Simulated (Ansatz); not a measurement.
Gas-phase electronic energies from Ansatz, PBE0-D4/def2-TZVP geometries. CCSD(T)/CBS adds triple-zeta CCSD(T) − MP2 to the extrapolated MP2 energy (def2 sets, frozen cores). This one scheme is used for every species. DFT in def2-TZVPP. B3LYP here is the variant with VWN-RPA as its local correlation; programs differ in this. For Se outer-core shells are correlated without core-valence functions, which leaves a few kJ/mol of doubt a bond. Scalar relativity is left out up to krypton. Each species was taken in one conformer, which may not be the lowest.

Reaction (ligand exchange at the Si–Se bond): `B[Se][SiH2]C` + `C=CS` → `C=CS[SiH2]C` + `B[SeH]`

```json
{"level": "r2SCAN-D4", "ΔE (kcal/mol)": "0.0", "difference from CCSD(T)/CBS": "-0.6"}
{"level": "PBE0-D4", "ΔE (kcal/mol)": "0.3", "difference from CCSD(T)/CBS": "-0.3"}
{"level": "B3LYP-D4", "ΔE (kcal/mol)": "0.0", "difference from CCSD(T)/CBS": "-0.6"}
{"level": "ωB97X-V", "ΔE (kcal/mol)": "0.0", "difference from CCSD(T)/CBS": "-0.6"}
{"level": "ωB97M-V", "ΔE (kcal/mol)": "0.1", "difference from CCSD(T)/CBS": "-0.5"}
{"level": "B2PLYP", "ΔE (kcal/mol)": "0.0", "difference from CCSD(T)/CBS": "-0.6"}
{"level": "B3LYP", "ΔE (kcal/mol)": "-0.1", "difference from CCSD(T)/CBS": "-0.7"}
{"level": "HF/def2-TZVPP", "ΔE (kcal/mol)": "0.1", "difference from CCSD(T)/CBS": "-0.5"}
{"level": "SCS-MP2/def2-TZVPP", "ΔE (kcal/mol)": "0.2", "difference from CCSD(T)/CBS": "-0.4"}
{"level": "CCSD/def2-TZVPP", "ΔE (kcal/mol)": "0.2", "difference from CCSD(T)/CBS": "-0.4"}
{"level": "CCSD(T)/def2-TZVPP", "ΔE (kcal/mol)": "0.1", "difference from CCSD(T)/CBS": "-0.5"}
{"level": "HF/def2-QZVPP", "ΔE (kcal/mol)": "0.1", "difference from CCSD(T)/CBS": "-0.5"}
{"level": "MP2/def2-QZVPP", "ΔE (kcal/mol)": "0.6", "difference from CCSD(T)/CBS": "0.0"}
{"level": "SCS-MP2/def2-QZVPP", "ΔE (kcal/mol)": "0.3", "difference from CCSD(T)/CBS": "-0.3"}
{"level": "HF/CBS(def2)", "ΔE (kcal/mol)": "0.1", "difference from CCSD(T)/CBS": "-0.5"}
{"level": "CCSD/CBS(def2)", "ΔE (kcal/mol)": "0.6", "difference from CCSD(T)/CBS": "0.0"}
{"level": "CCSD(T)/CBS", "ΔE (kcal/mol)": "0.6", "difference from CCSD(T)/CBS": "0"}
```

Largest T1 diagnostic among the species: 0.013.
